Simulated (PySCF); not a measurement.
**Electric field gradients and quadrupole coupling constants**

Compound: C5H14SSi2.
Geometry (GFN2-xTB, Å), atoms numbered from 1 in this order:
```xyz
22
C5H14SSi2 angstrom
C     -3.8682    0.4335    0.2302
C     -2.5057    0.8412   -0.3318
C     -1.7281   -0.3585   -0.7573
C     -0.5776   -0.7611   -0.2310
Si     0.3330    0.0859    1.1755
S      2.0333   -1.1190    1.7280
Si     3.2599   -1.2122   -0.0350
C      3.7372    0.5228   -0.6286
H     -4.4443    1.3135    0.5061
H     -3.7384   -0.1875    1.1134
H     -4.4334   -0.1310   -0.5083
H     -2.6616    1.4900   -1.1986
H     -1.9502    1.4012    0.4209
H     -2.1917   -0.9307   -1.5546
H     -0.1320   -1.6676   -0.6249
H      0.8229    1.4140    0.7975
H     -0.4185    0.1403    2.4232
H      2.5254   -1.9215   -1.0832
H      4.4105   -1.9744    0.4278
H      2.8833    1.0551   -1.0399
H      4.1379    1.1186    0.1874
H      4.4960    0.4669   -1.4031
```

Field gradients from the PBE0/pcSseg-1 density (PySCF, non-relativistic), principal values in atomic units, ordered |Vxx| ≤ |Vyy| ≤ |Vzz|:

```csv
atom,Vxx,Vyy,Vzz
S6,0.2263,1.3672,-1.5935
```

Problem. Find the asymmetry η = (Vxx − Vyy)/Vzz and the couplings χ = eQV/h (234.96 MHz × Q in barn × V in au), with Q(33S) = −0.0678 b.

Solution. 
```
atom            environment  nucleus     η  χzz (MHz)  χxx (MHz)  χyy (MHz)
  S6  sulfur bonded to 2 Si      33S  0.72      25.39      -3.60     -21.78
```

Problem. What is Vzz at S6 in SI units (1 au = 9.71736 × 10²¹ V/m²)?

Solution. -1.5935 au = -15.484 × 10²¹ V/m².

Problem. And the gradient at the other heavy atoms, for which no coupling is worked out here?

Solution. 
| atom | environment | Vzz (au) | η |
| --- | --- | --- | --- |
| C1 | methyl carbon | 0.082 | 0.16 |
| C2 | allylic carbon | -0.045 | 0.38 |
| C3 | alkene CH carbon | 0.388 | 0.43 |
| C4 | alkene CH carbon | 0.279 | 0.42 |
| Si5 | SiH2 silicon | 0.601 | 0.14 |
| Si7 | SiH2 silicon | 0.572 | 0.18 |
| C8 | Si-methyl carbon | -0.028 | 0.57 |

Were the hydrogens deuterons (Q(2H) = 0.00286 b), χzz would run from 109 kHz (H16 and H18) to 219 kHz (H22).

The structure is a single GFN2-xTB conformer in the gas phase; no vibrational or solvent corrections. GFN2-xTB bond lengths can be off by several hundredths of an ångström, more for odd bonds, and the gradients follow them. With a basis this small, the couplings can be 20 % off.

The run behind these numbers computed NMR shieldings as well. Hardware: one thread, Arm Neoverse V1 (aarch64), no GPU (shared host). Cost: 58 s wall (grids of density and orbitals included), 1.0 GiB resident at most.
